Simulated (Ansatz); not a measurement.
H5OSSi2, SMILES `O[SiH2]S[SiH2]` radical, 9 atoms. Total charge 0; spin multiplicity 2. All runs use 4 threads of a server CPU on a shared host. Correlated methods freeze the cores. Open-shell runs search over several starts.

(1) Give the basis size and wall time and peak host memory of each of these runs in Ansatz. UKS r2SCAN-D4/def2-TZVPP energy and forces; UKS SPW92/def2-TZVPP energy; UKS PBE0-D4/def2-TZVP frequencies; UKS ωB97M-V/def2-QZVPP energy; UKS PBE0-D4/def2-QZVPP energy; direct RPA on PBE orbitals/def2-TZVPP energy; UKS PBE0-D4/def2-TZVP relaxation (13 steps); UKS HSE06-D4/def2-TZVPP energy; UHF-MP2/def2-QZVPP energy; UKS ωB97M-V/def2-SVP energy; UKS B97M-V/def2-TZVPP energy; UHF-CCSD(T)/def2-SVP energy. (Best estimate.)

Answers

(1) Ansatz gave: Other jobs shared the machine, so times are rough.

```csv
level,job,functions,wall time,peak host memory (GiB)
UKS SPW92/def2-TZVPP,energy,227,1.9 s,0.34
direct RPA on PBE orbitals/def2-TZVPP,energy,227,6 s,0.57
UKS HSE06-D4/def2-TZVPP,energy,227,6.5 s,0.82
UHF-CCSD(T)/def2-SVP,energy,93,7 s,0.56
UKS ωB97M-V/def2-SVP,energy,93,8 s,0.47
UKS r2SCAN-D4/def2-TZVPP,energy and forces,227,8.5 s,0.41
UKS B97M-V/def2-TZVPP,energy,227,13 s,0.53
UKS PBE0-D4/def2-QZVPP,energy,417,18 s,2
UHF-MP2/def2-QZVPP,energy,417,25 s,2.3
UKS ωB97M-V/def2-QZVPP,energy,417,35 s,2.5
UKS PBE0-D4/def2-TZVP,relaxation (13 steps),172,57 s,0.56
UKS PBE0-D4/def2-TZVP,frequencies,172,2.1 min,0.55
```

HSE06 is defined as in plane-wave codes.
